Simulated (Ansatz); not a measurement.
Reactions of BrH2In (`[Br][InH2]`).

Program: Ansatz. Geometries: PBE0-D4/def2-TZVP. ΔE: electronic, gas phase. CCSD(T)/CBS is the MP2 limit (def2-TZVPP, def2-QZVPP) plus CCSD(T) − MP2 in def2-TZVPP, frozen cores. This one scheme is used for every species, atoms too. DFT in def2-TZVPP. B3LYP here is the variant with VWN-RPA as its local correlation; programs differ in this. Open shells (•) are unrestricted, without spin–orbit coupling. Elements past krypton have def2 core potentials. For Br, Ge, In, Se outer-core shells are correlated without core-valence functions, so the limit isn't a true one: a few kJ/mol of doubt a bond, and 10 to 20 or more in all where bonds break to atoms. Scalar relativity is left out up to krypton. Each species was taken in one conformer, which may not be the lowest.

```tsv
reaction	CCSD(T)/CBS(def2) (eV)
`[Br][InH2]` + `FB1CN1` → `[InH2][B]1CN1` + `FBr`	5.11
`[Br][InH2]` + `C[NH][GeH3]` → `C[N]([GeH3])[InH2]` + HBr	1.15
`[Br][InH2]` + HCl → `[Cl][InH2]` + HBr	0.19
`[Br][InH2]` + `C[S][AlH][OH]` → `C[S][AlH][O][InH2]` + HBr	?
`[Br][InH2]` + H• → `[Br][InH]`• + H₂	-1.57
`[Br][InH2]` + CH₃SH → `C[S][InH2]` + HBr	0.56
`[Br][InH2]` + CH₃NH₂ → `C[NH][InH2]` + HBr	?
`[Br][InH2]` + H₂Se → `[SeH][InH2]` + HBr	0.27
```

Q: Fill in the missing values. (Estimate.)

A: The calculation gave: `[Br][InH2]` + `C[S][AlH][OH]` → `C[S][AlH][O][InH2]` + HBr: +0.94 eV; `[Br][InH2]` + CH₃NH₂ → `C[NH][InH2]` + HBr: +1.30 eV.

Largest T1 diagnostic: 0.016, for `C[NH][InH2]`.
